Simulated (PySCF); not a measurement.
Problem. Write Cartesian coordinates for `CC(C)(C)CC#[O+]` as optimised with PBE0-D3(BJ)/def2-SVP. (Charge +1.)

Solution. 
```xyz
18
C6H11O angstrom
C     -0.8718    0.3701    1.3253
C     -0.7225    0.3908   -0.1934
C     -0.6492    1.8173   -0.7305
C     -1.8444   -0.3961   -0.8687
C      0.6089   -0.3769   -0.5900
C      1.7545    0.2308   -0.0226
O      2.6282    0.7462    0.4523
H     -0.8838   -0.6552    1.7258
H     -1.8253    0.8414    1.6037
H     -0.0775    0.9404    1.8357
H     -1.5946    2.3359   -0.5154
H      0.1506    2.4082   -0.2531
H     -0.5034    1.8410   -1.8212
H     -1.8937   -1.4342   -0.5074
H     -1.7380   -0.4068   -1.9637
H     -2.8045    0.0851   -0.6315
H      0.7678   -0.3873   -1.6858
H      0.6026   -1.4241   -0.2298
```

Orientation and origin are arbitrary. Atoms count from 1 in this order. The 5 C–C bonds span 1.415 Å (C5–C6, drawn single) to 1.587 Å (C2–C5, drawn single), a spread of 0.172 Å. Of the pairs four or more bonds apart, C6···H10 is among the closest relative to their van der Waals radii: 2.70 Å, 93 % of the sum of Bondi's values.

Bonds between heavy atoms (Å): C1–C2 1.526, C2–C3 1.526, C2–C4 1.528, C2–C5 1.587, C5–C6 1.415, C6≡O7 1.120.

Level of theory: PySCF, PBE0-D3(BJ)/def2-SVP geometry optimisation, gas phase.

Point group: Cs (tolerance 0.08 Å). Whether it is a minimum is left open (no frequencies).
